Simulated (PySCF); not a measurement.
PySCF 2.14 output of an unrestricted LDA calculation on a single atom or ion in cc-pVTZ-PP with ECP60MDF (5s5p4d2f1g, 63 functions), with a scalar-relativistic core potential:

```
SCF conv_tol = 1e-09
number electrons alpha = 10  beta = 9
    P. A. M. Dirac.,  Math. Proc. Cambridge Philos. Soc. 26, 376 (1930)
    F. Bloch.,  Z. Phys. 57, 545 (1929)
    S. H. Vosko, L. Wilk, and M. Nusair.,  Can. J. Phys. 58, 1200 (1980)
cycle= 1 E= -135.481016388035  delta_E= -0.00745  |g|= 0.188  |ddm|= 0.237
cycle= 2 E= -135.463959692994  delta_E= 0.0171  |g|= 0.306  |ddm|= 0.247
cycle= 3 E= -135.492871885022  delta_E= -0.0289  |g|= 0.00953  |ddm|= 0.142
cycle= 4 E= -135.492913349154  delta_E= -4.15e-05  |g|= 0.000807  |ddm|= 0.00747
cycle= 5 E= -135.492913581492  delta_E= -2.32e-07  |g|= 1.07e-05  |ddm|= 0.000452
cycle= 6 E= -135.492913581606  delta_E= -1.14e-10  |g|= 1.87e-06  |ddm|= 1.87e-05
converged SCF energy = -135.492913581606  <S^2> = 0.7507219  2S+1 = 2.0007218
```

The run itself started from symmetry-adapted Hartree-Fock orbitals and held the occupation by maximum overlap, on a logarithmic radial grid, so the iterations belong to that start.

Which element, charge and spin multiplicity is this?

Au (gold, neutral), multiplicity 2; the state was [Xe] 4f14 5d10 6s1, 2S determinant.

Energies and moments cover only the electrons outside the core potential. Spin-orbit coupling, which splits the p, d and f shells strongly at this Z, is absent.
